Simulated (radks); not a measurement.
Results of a calculation; reference values are marked as such.
Species: a nucleus of charge 14.8 with 15 electrons. Configuration: [Ne] 3s2 3p3.

Code: a radial shooting solver on a logarithmic mesh with Libxc functionals. Model: scalar-relativistic Kohn-Sham, LDA (Slater exchange, Perdew-Wang correlation), spin-polarised, spherical densities, finite nucleus; open shells are filled with parallel spins first; Fermi nuclear charge, rms radius 3.1889 fm.

Energy parts (eV):
total: -8982.005
kinetic: 9000.877
electron-nucleus: -21482.525
Hartree: 4084.675
exchange-correlation: -585.032

Orbitals (lengths in bohr, moments of r in powers of bohr; <r^-3> diverges for s and p1/2; r(90%) holds 90 % of the orbital's charge):
| orbital | occ. | eigenvalue (eV) | r(90%) | <r> | <r^-3> | <r^4> |
|---|---|---|---|---|---|---|
| 1s up | 1 | -2012.505 | 0.188 | 0.1054 | - | 0.0005778 |
| 1s down | 1 | -2012.194 | 0.188 | 0.1054 | - | 0.0005776 |
| 2s up | 1 | -163.9474 | 0.836 | 0.5314 | - | 0.2095 |
| 2s down | 1 | -163.5867 | 0.835 | 0.5309 | - | 0.2077 |
| 2p up | 3 | -116.4665 | 0.832 | 0.4963 | 60.11 | 0.2128 |
| 2p down | 3 | -116.0155 | 0.830 | 0.4956 | 60.13 | 0.2098 |
| 3s up | 1 | -12.4523 | 2.98 | 1.948 | - | 33.82 |
| 3s down | 1 | -10.1491 | 3.05 | 1.978 | - | 37.95 |
| 3p up | 3 | -4.4243 | 3.92 | 2.459 | 3.492 | 104.7 |
| 3p down | 0 | -2.4091 | 4.41 | 2.682 | 3.087 | 177.5 |

The highest occupied level is 3p up at -4.424 eV. The electron density at the nucleus is 2271 e/bohr^3 (large components only). Summed over all electrons, <r^2> = 33.49 bohr^2, which gives a Langevin (diamagnetic) susceptibility term of -26.5 x 10^-6 cm^3/mol. The spin density at the nucleus is -0.1028 e/bohr^3 (1s -0.1716, 2s -0.0094, 3s 0.0782).
